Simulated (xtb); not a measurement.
Harmonic IR lines of one isomer of CH₄OSi, unscaled. Computed with xtb with GFN2-xTB.

wavenumber (cm⁻¹): 218 (w), 229 (m), 349 (m), 550 (vw), 777 (m), 797 (vs), 873 (m), 1141 (s), 1418 (w), 2436 (s), 3074 (w), 3131 (w)

Problem. Which structure gives these lines?
A. `O=C[SiH3]`
B. `C1O[SiH2]1`
C. `C[SiH]=O`
D. `C=[SiH]O`

Solution. D, `C=[SiH]O`
